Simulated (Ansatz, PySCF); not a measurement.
System: O2Si, singlet: symmetric bend, bond length relaxed. Scanned: O-Si-O angle. Other coordinates (Si-O bond length) were minimised at PBE0/def2-TZVP.

Cartesian coordinates as functions of the variables (Å; names that start with a are angles):
```
Si  0  0  0
O  r*sin(a/2)  0  r*cos(a/2)
O  -r*sin(a/2)  0  r*cos(a/2)
```

- RKS-B3LYP/LANL2DZ = restricted B3LYP/LANL2DZ, with its core potentials past Ne run with PySCF
- MP2/aug-cc-pVQZ = Ansatz (an electronic-structure program) with MP2 on RHF/aug-cc-pVQZ, frozen core
- RHF/aug-cc-pVQZ (Ansatz)
- CCSD/aug-cc-pVQZ = CCSD on RHF/aug-cc-pVQZ, frozen core run with Ansatz
- RHF/def2-TZVP, density fitting (PySCF)
- CCSD(T)/aug-cc-pVQZ = CCSD(T) on RHF/aug-cc-pVQZ, frozen core (Ansatz)

Energies in eV, each method relative to its own lowest point.

```csv
a / °,RKS-B3LYP/LANL2DZ,MP2/aug-cc-pVQZ,RHF/aug-cc-pVQZ,CCSD/aug-cc-pVQZ,RHF,CCSD(T)/aug-cc-pVQZ
180,0.000,0.000,0.000,0.000,0.000,0.000
167,0.043,0.068,0.093,0.075,0.095,0.068
157,0.141,0.214,0.291,0.235,0.296,0.214
147,0.300,0.445,0.604,0.486,0.612,0.443
137,0.532,0.765,1.035,0.834,1.047,0.761
127,0.853,1.184,1.593,1.284,1.609,1.174
117,1.279,1.724,2.295,1.854,2.316,1.697
107,1.846,2.422,3.171,2.572,3.196,2.358
97,—,—,—,3.489,4.308,3.200
87,—,—,—,—,5.787,—
80,—,—,—,—,7.064,—
```

Dashes: no converged value, or the column stops at the first point that the program doubted or that broke a chosen test of continuity, which isn't proof of a fault.
